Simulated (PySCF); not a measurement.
**Electronic structure of N³⁺ (nitrogen, charge +3) at the PBE level**

Configuration: [He] 2s2, closed-shell 1S. Calculation: PySCF 2.14, in aug-cc-pVQZ (6s5p4d3f2g, 80 functions); no relativity, point nucleus.

```
Total energy                                     : -51.1295 hartree
One-electron energy                              : -60.4038 hartree
Hartree (Coulomb) energy                         : 14.4531 hartree
Exchange-correlation energy                      : -5.1787 hartree
Kinetic energy                                   : 51.04413 hartree
⟨S²⟩                                             : 0.0000
⟨L²⟩                                             : 0.000
Sum of ⟨r⟩                                       : 2.670 bohr
Sum of ⟨r²⟩                                      : 3.020 bohr²
Density at the nucleus (Gaussians lack the cusp) : 207 bohr⁻³
Langevin diamagnetic susceptibility              : -2.39 ×10⁻⁶ cm³/mol
```

```csv
shell,electrons,mean orbital energy (eV),"rms radius, mean of both spins (bohr)"
1s,2,-450.46,0.266
2s,2,-68.074,1.20
```
